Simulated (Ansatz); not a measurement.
Coupled-cluster run, CH8AlNOSi.

```yaml
crystal:
  periodic: [false, false, false]
  atoms:
    - {symbol: N, position_ang: [-1.061320, 0.779294, -0.181626]}
    - {symbol: C, position_ang: [-0.027069, -0.221360, 0.371143]}
    - {symbol: O, position_ang: [-0.548771, -0.835264, 1.527587]}
    - {symbol: Al, position_ang: [0.635894, 1.644952, 0.351057]}
    - {symbol: Si, position_ang: [0.521700, -1.499540, -0.877695]}
    - {symbol: H, position_ang: [-1.848667, 0.816013, 0.456486]}
    - {symbol: H, position_ang: [-1.401859, 0.587048, -1.116166]}
    - {symbol: H, position_ang: [-0.179083, -0.398959, 2.299472]}
    - {symbol: H, position_ang: [0.406414, 2.398264, 1.734046]}
    - {symbol: H, position_ang: [1.486862, 2.191787, -0.866650]}
    - {symbol: H, position_ang: [0.831300, -0.798515, -2.155685]}
    - {symbol: H, position_ang: [-0.534738, -2.517646, -1.152310]}
    - {symbol: H, position_ang: [1.739635, -2.180677, -0.374661]}
basis:
  gaussian: {orbitals: def2-TZVPP}
correlation: {method: ccsd_t}
```

```sh
$ ansatz run in.yaml --threads 4 --pin off --events-out ev --progress --plain --max-ram 10444MiB
```

The program prints (abridged):

```
Functional definition: HF
1694 factors; integrals over basis functions are off by at most 1.0e-3 eV
mean field evaluation 1: about -19118.2451 eV, gradient 4.0e1 eV
mean field evaluation 2: about -19118.5530 eV, gradient 4.0e1 eV
mean field evaluation 4: about -19122.6261 eV, gradient 4.5e0 eV
mean field evaluation 8: about -19122.7088 eV, gradient 3.2e-1 eV
mean field -19122.70919723 eV, -702.7466011603 hartree, gradient 2.8e-6 eV, S^2 0.000000; 0 other end points of the search recorded, 0 dependent functions left out
13 core orbitals not correlated: weight in the atoms' cores, before any rotation towards them, 1.000 or more for the frozen orbitals, at most 0.000 for the correlated occupied ones
reference -19122.70919723 eV, -702.7466011603 hartree; 15, 15 occupied and 261, 261 virtual orbitals, 1694 factors
second order -22.86449312 eV of doubles, -0.00000000 eV of singles
cycle   1  -23.47365620 eV  change   -6.1e-1 eV  update   1.1e-1
cycle   2  -24.12798956 eV  change   -6.5e-1 eV  update   3.3e-2
cycle   3  -24.25533389 eV  change   -1.3e-1 eV  update   1.7e-2
cycle   4  -24.24231955 eV  change    1.3e-2 eV  update   4.2e-3
cycle   5  -24.24162021 eV  change    7.0e-4 eV  update   2.1e-3
cycle   6  -24.24226634 eV  change   -6.5e-4 eV  update   6.3e-4
cycle   7  -24.24185166 eV  change    4.1e-4 eV  update   2.8e-4
cycle   8  -24.24176208 eV  change    9.0e-5 eV  update   9.7e-5
cycle   9  -24.24180993 eV  change   -4.8e-5 eV  update   4.0e-5
cycle  10  -24.24180596 eV  change    4.0e-6 eV  update   1.4e-5
perturbative correction -0.92898118 eV, -0.0341394287 hartree
Total energy: -19147.87998437 eV, -703.6716105262 hartree
```

It took 4.1 min on 4 threads of an Arm Neoverse V1 on a shared host, with 8.7 GiB of host memory at the peak.

Correlation energy per correlated electron: -0.839 eV. T1 diagnostic: 0.0122.
